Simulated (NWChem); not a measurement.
System: CH8OSi2; SMILES O([SiH3])C[SiH3]

Excerpt of the output:

```
             Northwest Computational Chemistry Package (NWChem) 7.3.0
             --------------------------------------------------------

 C1  symmetry detected

                             Geometry "geometry" -> ""
                             -------------------------

 Output coordinates in angstroms (scale by  1.889725989 to convert to a.u.)

  No.       Tag          Charge          X              Y              Z
 ---- ---------------- ---------- -------------- -------------- --------------
    1 Si                  14.0000     0.35964209    -1.91030099    -0.04274184
    2 C                    6.0000    -0.94305045    -0.54661772     0.26398262
    3 O                    8.0000    -0.62401514     0.65490471    -0.39304107
    4 Si                  14.0000     0.34383756     1.86555654     0.05621908
    5 H                    1.0000    -0.13522749    -3.11889785     0.61923117
    6 H                    1.0000     0.50205336    -2.11639455    -1.48211092
    7 H                    1.0000     1.63588358    -1.50181432     0.54393988
    8 H                    1.0000    -1.91906642    -0.86138025    -0.12089648
    9 H                    1.0000    -1.06909992    -0.36127496     1.33655832
   10 H                    1.0000     1.74748660     1.44842256     0.15341100
   11 H                    1.0000     0.08866238     2.77942637    -1.04443639
   12 H                    1.0000    -0.04898327     2.39880395     1.36605497

 Effective nuclear repulsion energy (a.u.)     223.9796521564

                                Z-matrix (autoz)
                                --------

 Units are Angstrom for bonds and degrees for angles

      Type          Name      I     J     K     L     M      Value
      ----------- --------  ----- ----- ----- ----- ----- ----------
    1 Stretch                  1     2                       1.91069
    2 Stretch                  1     5                       1.46418
    3 Stretch                  1     6                       1.46101
    4 Stretch                  1     7                       1.46282
    5 Stretch                  2     3                       1.40610
    6 Stretch                  2     8                       1.09536
    7 Stretch                  2     9                       1.09575
    8 Stretch                  3     4                       1.61377
    9 Stretch                  4    10                       1.46754
   10 Stretch                  4    11                       1.45317
   11 Stretch                  4    12                       1.46776
   12 Bend                     1     2     3               112.34409
   13 Bend                     1     2     8               110.24346
   14 Bend                     1     2     9               110.87252
   15 Bend                     2     1     5               106.62567
   16 Bend                     2     1     6               108.98313
   17 Bend                     2     1     7               109.33842
   18 Bend                     2     3     4               130.31936
   19 Bend                     3     2     8               106.47153
   20 Bend                     3     2     9               109.81284
   21 Bend                     3     4    10               112.26157
   22 Bend                     3     4    11                98.95234
   23 Bend                     3     4    12               111.12959
   24 Bend                     5     1     6               111.21833
   25 Bend                     5     1     7               110.12396
   26 Bend                     6     1     7               110.45496
   27 Bend                     8     2     9               106.86075
   28 Bend                    10     4    11               113.38251
   29 Bend                    10     4    12               107.46629
   30 Bend                    11     4    12               113.60616
   31 Torsion                  1     2     3     4         -83.91369
   32 Torsion                  2     3     4    10          64.66515
   33 Torsion                  2     3     4    11        -175.42713
   34 Torsion                  2     3     4    12         -55.72536
   35 Torsion                  3     2     1     5        -176.41804
   36 Torsion                  3     2     1     6         -56.27534
   37 Torsion                  3     2     1     7          64.54809
   38 Torsion                  4     3     2     8         155.31330
   39 Torsion                  4     3     2     9          39.97172
   40 Torsion                  5     1     2     8         -57.84219
   41 Torsion                  5     1     2     9          60.28813
   42 Torsion                  6     1     2     8          62.30050
   43 Torsion                  6     1     2     9        -179.56918
   44 Torsion                  7     1     2     8        -176.87607
   45 Torsion                  7     1     2     9         -58.74574

                           NWChem Geometry Optimization
                           ----------------------------

 maximum gradient threshold         (gmax) =   0.000450
 rms gradient threshold             (grms) =   0.000300
 maximum cartesian step threshold   (xmax) =   0.001800
 rms cartesian step threshold       (xrms) =   0.001200
 fixed trust radius                (trust) =   0.300000
 source of zmatrix                         =   autoz

[...]

      ----------------------
      Optimization converged
      ----------------------

  Step       Energy      Delta E   Gmax     Grms     Xrms     Xmax
  ---- ---------------- -------- -------- -------- -------- --------
@   36    -697.13107514 -1.6D-07  0.00004  0.00001  0.00065  0.00142
                                     ok       ok       ok       ok

                                Z-matrix (autoz)
                                --------

 Units are Angstrom for bonds and degrees for angles

[...]

 Rotational Constants
 --------------------
 A=   0.679022 cm-1  (  0.976940 K)
 B=   0.052476 cm-1  (  0.075500 K)
 C=   0.050911 cm-1  (  0.073247 K)

 Temperature                      =   298.15K
 frequency scaling parameter      =   1.0000

 Zero-Point correction to Energy  =   51.684 kcal/mol  (  0.082364 au)
 Thermal correction to Energy     =   56.244 kcal/mol  (  0.089630 au)
 Thermal correction to Enthalpy   =   56.836 kcal/mol  (  0.090574 au)

 Total Entropy                    =   83.625 cal/mol-K
   - Translational                =   39.452 cal/mol-K (mol. weight =  92.0114)
   - Rotational                   =   26.277 cal/mol-K (symmetry #  =        1)
   - Vibrational                  =   17.896 cal/mol-K

 Cv (constant volume heat capacity) =   24.475 cal/mol-K
   - Translational                  =    2.979 cal/mol-K
   - Rotational                     =    2.979 cal/mol-K
   - Vibrational                    =   18.516 cal/mol-K

[normal modes left out]

 ----------------------------------------------------------------------------
 Normal Eigenvalue ||           Projected Infra Red Intensities
  Mode   [cm**-1]  || [atomic units] [(debye/angs)**2] [(KM/mol)] [arbitrary]
 ------ ---------- || -------------- ----------------- ---------- -----------
    1       -0.000 ||    0.000000           0.000         0.000       0.000
    2       -0.000 ||    0.000025           0.001         0.024       0.004
    3       -0.000 ||    0.000074           0.002         0.072       0.011
    4        0.000 ||    0.002469           0.057         2.407       0.369
    5        0.000 ||    0.000231           0.005         0.225       0.034
    6        0.000 ||    0.000205           0.005         0.199       0.031
    7       51.511 ||    0.000552           0.013         0.538       0.083
    8      127.391 ||    0.000231           0.005         0.225       0.035
    9      139.496 ||    0.000003           0.000         0.003       0.000
   10      174.228 ||    0.002403           0.055         2.343       0.359
   11      234.202 ||    0.002541           0.059         2.477       0.380
   12      512.449 ||    0.010157           0.234         9.901       1.518
   13      561.802 ||    0.015687           0.362        15.293       2.345
   14      716.026 ||    0.068973           1.591        67.238      10.310
   15      720.787 ||    0.078352           1.808        76.382      11.712
   16      750.933 ||    0.004382           0.101         4.272       0.655
   17      813.903 ||    0.034885           0.805        34.008       5.215
   18      879.454 ||    0.016653           0.384        16.235       2.489
   19      927.035 ||    0.460839          10.632       449.248      68.888
   20      943.976 ||    0.076072           1.755        74.159      11.372
   21      950.857 ||    0.068353           1.577        66.634      10.218
   22      956.235 ||    0.039391           0.909        38.401       5.888
   23      968.230 ||    0.112012           2.584       109.195      16.744
   24     1005.238 ||    0.281154           6.486       274.083      42.028
   25     1108.119 ||    0.165628           3.821       161.462      24.759
   26     1256.770 ||    0.006970           0.161         6.794       1.042
   27     1338.265 ||    0.004148           0.096         4.044       0.620
   28     1507.147 ||    0.009433           0.218         9.196       1.410
   29     2225.610 ||    0.200306           4.621       195.269      29.943
   30     2227.487 ||    0.133352           3.077       129.998      19.934
   31     2236.919 ||    0.132365           3.054       129.036      19.786
   32     2260.640 ||    0.097157           2.241        94.713      14.523
   33     2267.618 ||    0.162318           3.745       158.236      24.264
   34     2286.584 ||    0.155732           3.593       151.815      23.279
   35     2991.658 ||    0.034612           0.799        33.741       5.174
   36     3030.417 ||    0.030619           0.706        29.849       4.577
 ----------------------------------------------------------------------------
```

Level: B3LYP/6-31G* (spherical d). 

Question: Which NWChem input produces such a log?

Answer: Several could match; the one computed here: the input that was run:
```
start job
memory heap 200 mb stack 900 mb global 1100 mb
geometry units angstroms
  Si     1.627031     0.969495    -0.502656
  C      0.777735    -0.735069    -0.348132
  O     -0.624808    -0.637366    -0.369276
  Si    -1.667454    -0.319703     0.820779
  H      3.068219     0.716312    -0.554483
  H      1.160896     1.623843    -1.722937
  H      1.300507     1.781432     0.669517
  H      1.057195    -1.375608    -1.191593
  H      1.100411    -1.250839     0.563197
  H     -1.497740     1.033757     1.362093
  H     -2.909093    -0.495690     0.086561
  H     -1.503801    -1.262892     1.933408
end
basis spherical
  * library 6-31g*
end
dft
  xc b3lyp
  iterations 150
end
driver
  maxiter 120
end
task dft optimize
task dft freq
```
